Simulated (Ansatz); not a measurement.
Start from `F[SiH2][NH][AlH2]` and change one atom or group to get `F[SiH2]N[SiH3]`.

Ansatz, PBE0-D4/def2-TZVP geometries, multiplicity 1. Each molecule was computed in one conformer, which needn't be the lowest.

```tsv
property	`F[SiH2][NH][AlH2]`
LUMO energy (PBE0/def2-TZVPP) / eV	-1.14
HOMO–LUMO gap (PBE/def2-TZVPP) / eV	5.21
LUMO energy (ωB97M-V/def2-TZVPP) / eV	0.46
HOMO energy (B3LYP/def2-TZVPP) / eV	-8.20
HOMO–LUMO gap (PBE0/def2-TZVPP) / eV	7.32
ideal-gas entropy at 298 K and 1 bar (rigid rotor, harmonic PBE0-D4/def2-TZVP) / J/(mol·K)	334
```

Give the same properties after the change, and the shifts. (An estimate is asked.)

Ansatz gave: 
```json
{"property": "LUMO energy (PBE0/def2-TZVPP) / eV", "`F[SiH2]N[SiH3]`": "0.01", "shift": "1.15"}
{"property": "HOMO–LUMO gap (PBE/def2-TZVPP) / eV", "`F[SiH2]N[SiH3]`": "5.93", "shift": "0.72"}
{"property": "LUMO energy (ωB97M-V/def2-TZVPP) / eV", "`F[SiH2]N[SiH3]`": "1.59", "shift": "1.13"}
{"property": "HOMO energy (B3LYP/def2-TZVPP) / eV", "`F[SiH2]N[SiH3]`": "-7.89", "shift": "0.31"}
{"property": "HOMO–LUMO gap (PBE0/def2-TZVPP) / eV", "`F[SiH2]N[SiH3]`": "8.13", "shift": "0.81"}
{"property": "ideal-gas entropy at 298 K and 1 bar (rigid rotor, harmonic PBE0-D4/def2-TZVP) / J/(mol·K)", "`F[SiH2]N[SiH3]`": "340", "shift": "6"}
```

With PBE0 the HOMO rises by 0.33 eV and the LUMO rises by 1.15 eV, so the gap widens by about 0.82 eV. PBE moves the HOMO by 0.36 eV and ωB97M-V by 0.38 eV. The zero-point energy changes by 30.6 kJ/mol with +3 modes.

B3LYP here is the variant with VWN-RPA as its local correlation; programs differ in this.
